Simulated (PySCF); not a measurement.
Job file and geometry (Å, from GFN2-xTB) of an NMR shielding run on SMILES CCBC(C)C, C₅H₁₃B, GIAO PBE0/pcSseg-1 NMR shielding, non-relativistic, gas phase (PySCF); density fitting, a coarse starting grid and PySCF grid level 2 are the driver's defaults:

```
$ OMP_NUM_THREADS=1 python probes_run.py task.json out

{"job": {"kind": "nmr", "xc": "PBE0", "basis": "pcSseg-1"}, "charge": 0, "multiplicity": 1}
C      2.849572    -0.529485    -0.024565
C      1.366520    -0.545116     0.350866
B      0.371409     0.084156    -0.691899
C     -1.198751     0.071813    -0.463121
C     -1.693737    -0.670721     0.780562
C     -1.739236     1.512982    -0.446525
H      3.023791    -1.132980    -0.912323
H      3.180717     0.484818    -0.234559
H      3.462272    -0.927905     0.782915
H      1.242694    -0.004214     1.295862
H      1.075283    -1.573598     0.583947
H      0.779150     0.611675    -1.657414
H     -1.653118    -0.416328    -1.336758
H     -1.393828    -1.715523     0.750391
H     -1.284455    -0.223492     1.683584
H     -2.780282    -0.631373     0.847251
H     -1.470059     2.037038    -1.360076
H     -1.323684     2.061655     0.396397
H     -2.824062     1.515849    -0.351998
```

Q: Write the output of this run.

A: 
```
coarse grid: 14576 points
cycle   1  E = -222.7857478417  dE =  2.599e-01  |g| = 4.702e-01  |ddm| = 3.524e+00
cycle   2  E = -222.7744912785  dE =  1.126e-02  |g| = 5.256e-01  |ddm| = 8.874e-01
cycle   3  E = -222.8477155220  dE = -7.322e-02  |g| = 2.810e-02  |ddm| = 4.799e-01
cycle   4  E = -222.8478671268  dE = -1.516e-04  |g| = 1.272e-02  |ddm| = 3.721e-02
cycle   5  E = -222.8479045304  dE = -3.740e-05  |g| = 3.935e-03  |ddm| = 1.362e-02
cycle   6  E = -222.8479081356  dE = -3.605e-06  |g| = 7.675e-04  |ddm| = 3.636e-03
final grid: 137088 points
cycle   7  E = -222.8827849732  dE = -4.875e-05  |g| = 9.531e-03  |ddm| = 3.158e-02
cycle   8  E = -222.8827781453  dE =  6.828e-06  |g| = 1.090e-02  |ddm| = 1.685e-02
cycle   9  E = -222.8828087252  dE = -3.058e-05  |g| = 3.476e-04  |ddm| = 8.892e-03
cycle  10  E = -222.8828087511  dE = -2.587e-08  |g| = 1.340e-04  |ddm| = 4.336e-04
cycle  11  E = -222.8828087553  dE = -4.180e-09  |g| = 3.956e-05  |ddm| = 1.357e-04
cycle  12  E = -222.8828087556  dE = -3.703e-10  |g| = 9.182e-06  |ddm| = 4.328e-05
converged SCF energy = -222.8828087556

GIAO shielding tensors (ppm)
atom      isotropic    diamagn.    paramagn.     s11        s22        s33       span
  0 C      172.755     243.704     -70.949    159.945    172.129    186.191     26.246
  1 C      163.001     253.889     -90.888    138.547    169.020    181.438     42.891
  2 B        6.139     191.966    -185.828    -66.604    -22.987    108.008    174.612
  3 C      155.178     250.347     -95.169    132.655    157.944    174.936     42.281
  4 C      166.272     248.948     -82.677    154.320    161.103    183.393     29.073
  5 C      168.670     247.885     -79.215    150.315    166.936    188.760     38.445
  6 H       30.424      28.636       1.788     26.576     28.193     36.503      9.927
  7 H       30.393      28.942       1.452     26.434     28.377     36.370      9.936
  8 H       30.500      27.592       2.908     25.362     28.864     37.273     11.911
  9 H       30.507      33.673      -3.166     24.531     31.867     35.122     10.592
 10 H       30.173      33.549      -3.376     23.930     31.712     34.878     10.949
 11 H       23.863      32.391      -8.528     16.853     26.423     28.314     11.461
 12 H       30.240      32.507      -2.267     25.077     29.597     36.046     10.969
 13 H       30.398      32.122      -1.724     26.065     28.775     36.354     10.289
 14 H       30.838      32.589      -1.751     27.416     29.729     35.369      7.952
 15 H       30.738      30.710       0.027     26.292     29.070     36.850     10.558
 16 H       30.258      30.265      -0.007     25.776     27.698     37.299     11.523
 17 H       31.234      31.318      -0.085     27.292     29.785     36.623      9.331
 18 H       30.530      29.832       0.698     26.539     28.521     36.531      9.991
```

Size and cost of the density-fitted run: 167 basis functions, 38 s wall time on 1 thread of an Arm Neoverse N1, shared host; peak memory 0.75 GiB.
